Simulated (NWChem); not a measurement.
System: Si2H3, doublet; SMILES [SiH]=[SiH2]

Here is an NWChem input.

```
start job
memory heap 200 mb stack 900 mb global 1100 mb
geometry units angstroms noautosym nocenter noautoz
  Si    -0.046690    -1.294589     0.161299
  Si    -0.160339     0.970969    -0.075807
  H      1.452808    -1.230163    -0.145572
  H      0.954318     1.955832     0.117534
  H     -1.447605     1.736247    -0.070321
end
basis spherical
  Si library aug-cc-pvdz
  H library aug-cc-pvdz
end
dft
  odft
  mult 2
  xc m06-2x
  iterations 150
end
cosmo
  do_cosmo_smd true
  solvent water
end
task dft energy
```

Excerpt of the output:

```
             Northwest Computational Chemistry Package (NWChem) 7.3.0
             --------------------------------------------------------

                             Geometry "geometry" -> ""
                             -------------------------

 Output coordinates in angstroms (scale by  1.889725989 to convert to a.u.)

  No.       Tag          Charge          X              Y              Z
 ---- ---------------- ---------- -------------- -------------- --------------
    1 Si                  14.0000    -0.04669000    -1.29458900     0.16129900
    2 Si                  14.0000    -0.16033900     0.97096900    -0.07580700
    3 H                    1.0000     1.45280800    -1.23016300    -0.14557200
    4 H                    1.0000     0.95431800     1.95583200     0.11753400
    5 H                    1.0000    -1.44760500     1.73624700    -0.07032100

 Effective nuclear repulsion energy (a.u.)      67.8129443038

                                 NWChem DFT Module
                                 -----------------

 Summary of "ao basis" -> "ao basis" (spherical)
 ------------------------------------------------------------------------------
       Tag                 Description            Shells   Functions and Types
 ---------------- ------------------------------  ------  ---------------------
 Si                       aug-cc-pvdz               11       27   5s4p2d
 H                        aug-cc-pvdz                5        9   3s2p

 in cosmo_initialize ...
 calling solv_data for solv:h2o

 solvent parameters
 solvname_short: h2o
 solvname_long:  water
 dielec:       78.4000
 dielecinf:     1.7769
 aqueous SMD model solvent descriptors
 dielec:       78.4000
 sola:          0.8200

          ---------------
          -cosmo- solvent
          ---------------
 Cosmo: York-Karplus, doi: 10.1021/jp992097l
 dielectric constant -eps-     =  78.40
 screen = (eps-1)/(eps    )    =   0.98724
 surface charge correction     = lagrangian

   van der Waals surface
 --------------------------

 ---------- ATOMIC COORDINATES (A.U.) ------------ VDWR(ANG.) --
     1   -0.08823131   -2.44641848    0.30481091     2.470
     2   -0.30299678    1.83486535   -0.14325446     2.470
     3    2.74540903   -2.32467099   -0.27509119     1.200
     4    1.80339953    3.69598656    0.22210705     1.200
     5   -2.73557679    3.28103108   -0.13288742     1.200
 number of segments per atom =        128
 number of   points per atom =        128
 atom (   nspa,  nppa )
 ----------------------
    1 (     94,     0 )       0
    2 (     92,     0 )       0
    3 (     36,     0 )       0
    4 (     34,     0 )       0
    5 (     32,     0 )       0
 number of -cosmo- surface points =      288
 molecular surface =    114.037 angstrom**2
 molecular volume  =    107.796 angstrom**3
 -lineq- algorithm             =   0
 -bem- low  level              =   3
 -bem- from -octahedral-
 gaussian surface charge width =   4.50000
 degree of switching           =   1.00000
 switching function tolerance  =   0.00010
 atomic radii =
 --------------
    1 14.000  2.470
    2 14.000  2.470
    3  1.000  1.200
    4  1.000  1.200
    5  1.000  1.200
 ...... end of -cosmo- initialization ......

 nat:                     5
 ixmem:                  1509
 calling mnsol_interface()
 G(SMD-CDS) energy (kcal/mol)  =     1.631
 SMD-CDS SASA (angstrom**2)    =   123.548

            General Information
            -------------------
          SCF calculation type: DFT
          Wavefunction type:  spin polarized.
          No. of atoms     :     5
          No. of electrons :    31
           Alpha electrons :    16
            Beta electrons :    15
          Charge           :     0
          Spin multiplicity:     2
          Use of symmetry is: off; symmetry adaption is: off
          Maximum number of iterations: 150
          AO basis - number of functions:    81
                     number of shells:    37
          Convergence on energy requested:  1.00D-06
          Convergence on density requested:  1.00D-05
          Convergence on gradient requested:  5.00D-04

              XC Information
              --------------
                       M06-2X Method XC Functional
                     Hartree-Fock (Exact) Exchange  0.540
                        M06-2X Exchange Functional  1.000
                      M06-2X Correlation Potential  1.000

             Grid Information
             ----------------
          Grid used for XC integration:  medium
          Radial quadrature: Mura-Knowles
          Angular quadrature: Lebedev.
          Tag              B.-S. Rad. Rad. Pts. Rad. Cut. Ang. Pts.
          ---              ---------- --------- --------- ---------
          Si                  1.10       88          15.0       590
          H                   0.35       45          15.0       434
          Grid pruning is: on
          Number of quadrature shells:   311
          Spatial weights used:  Erf1

      Superposition of Atomic Density Guess
      -------------------------------------

 Sum of atomic energies:        -579.17000770

      Non-variational initial energy
      ------------------------------

 Total energy =    -579.434468
 1-e energy   =    -937.343382
 2-e energy   =     290.095969
 HOMO         =      -0.175421
 LUMO         =      -0.036009

[...]

                                COSMO-SMD solvation results
                                ---------------------------

             internal energy in gas <Psi(g)|H|Psi(g)> =      -580.631622454343
         internal energy in solvent <Psi(s)|H|Psi(s)> =      -580.631126503050
                               delta internal energy  =         0.000495951293 (    0.31 kcal/mol)
   total free energy in solvent <Psi(s)|H+V/2|Psi(s)> =      -580.633065096295
 polarization energy contribution <Psi(s)|V/2|Psi(s)> =        -0.001938593245 (   -1.22 kcal/mol)
    total free energy in solvent including G(SMD-CDS) =      -580.630465292158
                       G(SMD-CDS) energy contribution =         0.002599804137 (    1.63 kcal/mol)
     1 M fixed-concentration free energy of solvation =         0.001157162185 (    0.73 kcal/mol)

                    DFT Final Alpha Molecular Orbital Analysis
                    ------------------------------------------

 Vector   14  Occ=1.000000D+00  E=-3.550239D-01
              MO Center=  1.3D-01, -3.2D-01,  3.1D-03, r^2= 3.4D+00
   Bfn.  Coefficient  Atom+Function         Bfn.  Coefficient  Atom+Function
  ----- ------------  ---------------      ----- ------------  ---------------
    55      0.301943  3 H  s                 37      0.257876  2 Si py
     9      0.254845  1 Si px                12      0.229885  1 Si px
    73      0.211075  5 H  s                 10     -0.174306  1 Si py
    40      0.161216  2 Si py                30     -0.110362  2 Si s
    39     -0.106539  2 Si px                13     -0.100609  1 Si py

 Vector   15  Occ=1.000000D+00  E=-2.902678D-01
              MO Center= -1.0D-01, -9.6D-01,  1.3D-01, r^2= 3.4D+00
   Bfn.  Coefficient  Atom+Function         Bfn.  Coefficient  Atom+Function
  ----- ------------  ---------------      ----- ------------  ---------------
     4      0.410735  1 Si s                  3      0.274979  1 Si s
    10     -0.258055  1 Si py                37      0.213804  2 Si py
     9     -0.198988  1 Si px                13     -0.187142  1 Si py
    12     -0.168884  1 Si px                31     -0.165168  2 Si s
    40      0.145982  2 Si py                64      0.141826  4 H  s

 Vector   16  Occ=1.000000D+00  E=-2.603278D-01
              MO Center= -1.1D-01, -6.1D-03, -5.9D-02, r^2= 3.3D+00
   Bfn.  Coefficient  Atom+Function         Bfn.  Coefficient  Atom+Function
  ----- ------------  ---------------      ----- ------------  ---------------
    38      0.366755  2 Si pz                41      0.353172  2 Si pz
    11      0.258930  1 Si pz                14      0.247120  1 Si pz
    10      0.109278  1 Si py                 9      0.100748  1 Si px
    12      0.098870  1 Si px                13      0.092235  1 Si py
     4     -0.083578  1 Si s                 19      0.053099  1 Si d -1

 Vector   17  Occ=0.000000D+00  E=-6.106113D-02
              MO Center= -4.1D-02, -3.5D-01,  7.1D-02, r^2= 5.2D+00
   Bfn.  Coefficient  Atom+Function         Bfn.  Coefficient  Atom+Function
  ----- ------------  ---------------      ----- ------------  ---------------
    14      0.493293  1 Si pz                41     -0.406482  2 Si pz
    11      0.361475  1 Si pz                38     -0.313527  2 Si pz
    17      0.254127  1 Si pz                44     -0.219546  2 Si pz
     5      0.074455  1 Si s                 12      0.065216  1 Si px
    46     -0.061461  2 Si d -1              31      0.056431  2 Si s

 Vector   18  Occ=0.000000D+00  E= 2.118542D-03
              MO Center= -1.4D-01,  6.3D-01, -1.1D-01, r^2= 1.9D+01
   Bfn.  Coefficient  Atom+Function         Bfn.  Coefficient  Atom+Function
  ----- ------------  ---------------      ----- ------------  ---------------
    32      3.428276  2 Si s                  5     -1.503799  1 Si s
    16     -1.158198  1 Si py                66     -0.959177  4 H  s
    75     -0.695763  5 H  s                 43     -0.654775  2 Si py
    57     -0.552409  3 H  s                 13     -0.461306  1 Si py
    15      0.377870  1 Si px                31      0.379468  2 Si s

 Vector   19  Occ=0.000000D+00  E= 5.127585D-03
              MO Center= -1.4D-01, -1.6D+00,  2.3D-01, r^2= 1.7D+01
   Bfn.  Coefficient  Atom+Function         Bfn.  Coefficient  Atom+Function
  ----- ------------  ---------------      ----- ------------  ---------------
     5      3.063613  1 Si s                 57     -1.931939  3 H  s
    66     -1.455699  4 H  s                 43      1.301736  2 Si py
    75     -1.148928  5 H  s                 16      0.864468  1 Si py
    15      0.786179  1 Si px                40      0.588144  2 Si py
     4      0.421175  1 Si s                 32      0.346423  2 Si s

                     DFT Final Beta Molecular Orbital Analysis
                     -----------------------------------------

 Vector   13  Occ=1.000000D+00  E=-4.162610D-01
              MO Center= -1.0D-01,  1.4D+00,  4.3D-03, r^2= 2.4D+00
   Bfn.  Coefficient  Atom+Function         Bfn.  Coefficient  Atom+Function
  ----- ------------  ---------------      ----- ------------  ---------------
    64      0.332651  4 H  s                 36      0.329536  2 Si px
    73     -0.286933  5 H  s                 39      0.274183  2 Si px
    45      0.074597  2 Si d -2              37      0.072472  2 Si py
     9      0.071290  1 Si px                65      0.067220  4 H  s
    74     -0.057968  5 H  s                 55      0.055406  3 H  s

 Vector   14  Occ=1.000000D+00  E=-3.506304D-01
              MO Center=  1.5D-01, -3.8D-01,  4.6D-03, r^2= 3.3D+00
   Bfn.  Coefficient  Atom+Function         Bfn.  Coefficient  Atom+Function
  ----- ------------  ---------------      ----- ------------  ---------------
    55      0.305786  3 H  s                  9      0.255032  1 Si px
    12      0.255083  1 Si px                37      0.251181  2 Si py
    73      0.199335  5 H  s                 40      0.185118  2 Si py
    10     -0.173428  1 Si py                39     -0.119849  2 Si px
    30     -0.115668  2 Si s                  3     -0.085445  1 Si s

 Vector   15  Occ=1.000000D+00  E=-2.815961D-01
              MO Center= -1.2D-01, -1.1D+00,  2.0D-01, r^2= 3.3D+00
   Bfn.  Coefficient  Atom+Function         Bfn.  Coefficient  Atom+Function
  ----- ------------  ---------------      ----- ------------  ---------------
     4      0.412085  1 Si s                 10     -0.273837  1 Si py
     3      0.268131  1 Si s                 37      0.204267  2 Si py
    13     -0.196832  1 Si py                 9     -0.187632  1 Si px
    12     -0.180286  1 Si px                40      0.170374  2 Si py
    31     -0.157418  2 Si s                 55     -0.134996  3 H  s

 Vector   16  Occ=0.000000D+00  E=-1.120993D-01
              MO Center= -1.0D-01, -1.2D-01, -5.7D-02, r^2= 4.7D+00
   Bfn.  Coefficient  Atom+Function         Bfn.  Coefficient  Atom+Function
  ----- ------------  ---------------      ----- ------------  ---------------
    41      0.365900  2 Si pz                14      0.305853  1 Si pz
    38      0.237224  2 Si pz                11      0.217805  1 Si pz
    44      0.125282  2 Si pz                12      0.114092  1 Si px
    17      0.105600  1 Si pz                10      0.081501  1 Si py
    13      0.077079  1 Si py                 9      0.071816  1 Si px

 Vector   17  Occ=0.000000D+00  E=-3.351667D-02
              MO Center= -6.2D-02, -1.1D-01, -9.8D-02, r^2= 7.2D+00
   Bfn.  Coefficient  Atom+Function         Bfn.  Coefficient  Atom+Function
  ----- ------------  ---------------      ----- ------------  ---------------
    41      0.535968  2 Si pz                14     -0.483380  1 Si pz
    17     -0.477342  1 Si pz                44      0.455660  2 Si pz
    11     -0.250754  1 Si pz                38      0.213977  2 Si pz
    32     -0.206056  2 Si s                 42     -0.152470  2 Si px
    66      0.139069  4 H  s                 75     -0.139299  5 H  s

 Vector   18  Occ=0.000000D+00  E=-7.290021D-03
              MO Center= -9.2D-02,  8.1D-02,  2.2D-01, r^2= 1.3D+01
   Bfn.  Coefficient  Atom+Function         Bfn.  Coefficient  Atom+Function
  ----- ------------  ---------------      ----- ------------  ---------------
    31      1.337081  2 Si s                 57     -0.933501  3 H  s
     5      0.852042  1 Si s                 66     -0.838087  4 H  s
     4      0.749784  1 Si s                 75     -0.695454  5 H  s
    43      0.658588  2 Si py                40      0.597896  2 Si py
    74     -0.568475  5 H  s                 65     -0.457054  4 H  s

   alpha - beta orbital overlaps
   -----------------------------

   alpha      1      2      3      4      5      6      7      8      9     10
    beta      1      2      3      4      5      6      7      8      9     10
 overlap   1.000  1.000  1.000  1.000  0.986  0.998  0.988  0.827  0.901  0.926

   alpha     11     12     13     14     15     16     17     18     19     20
    beta     11     12     13     14     15     16     17     19     18     20
 overlap   0.999  0.999  0.999  0.999  0.994  0.972  0.970  0.915  0.806  0.760

   alpha     21     22     23     24     25     26     27     28     29     30
    beta     22     23     24     25     25     27     26     28     30     32
 overlap   0.949  0.941  0.819  0.521  0.751  0.919  0.903  0.714  0.766  0.659

[...]
```

Level: M06-2X/aug-cc-pVDZ, spin-unrestricted, SMD on the gas-phase geometry. Geometry: optimised at PBE0/def2-SVP, spin-unrestricted. No stability test was run on the SCF state. Solvent: water.
